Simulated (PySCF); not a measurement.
C3H7ClSi, SMILES C[SiH2]/C=C/Cl. Geometry: PBE-D3(BJ)/def2-SVP. The structure was generated by enumeration; whether it is a known compound was not checked. The values are those of a single conformer.

Q: Give the equilibrium geometry at PBE-D3(BJ)/def2-SVP (PySCF confirms it by a frequency run) as bond lengths and angles. (The exact figures need the calculation; the answer reports its results.)

A: One answer among several that fit: 
Atoms: C1 Si2 C3 C4 Cl5 H6 H7 H8 H9 H10 H11 H12. Bond lengths (Å): C1–Si2 1.890, C1–H6 1.109, C1–H7 1.109, C1–H8 1.108, Si2–C3 1.879, Si2–H9 1.507, Si2–H10 1.508, C3–C4 1.346, C3–H11 1.105, C4–Cl5 1.743, C4–H12 1.103. Bond angles (°): Si2–C1–H6 110.8, Si2–C1–H7 110.7, Si2–C1–H8 110.7, H6–C1–H7 108.0, H6–C1–H8 108.1, H7–C1–H8 108.4, C1–Si2–C3 111.3, C1–Si2–H9 110.7, C1–Si2–H10 109.3, C3–Si2–H9 107.6, C3–Si2–H10 109.4, H9–Si2–H10 108.5, Si2–C3–C4 122.0, Si2–C3–H11 120.1, C4–C3–H11 117.9, C3–C4–Cl5 124.3, C3–C4–H12 123.7, Cl5–C4–H12 112.0.
Charge 0, spin multiplicity 1.
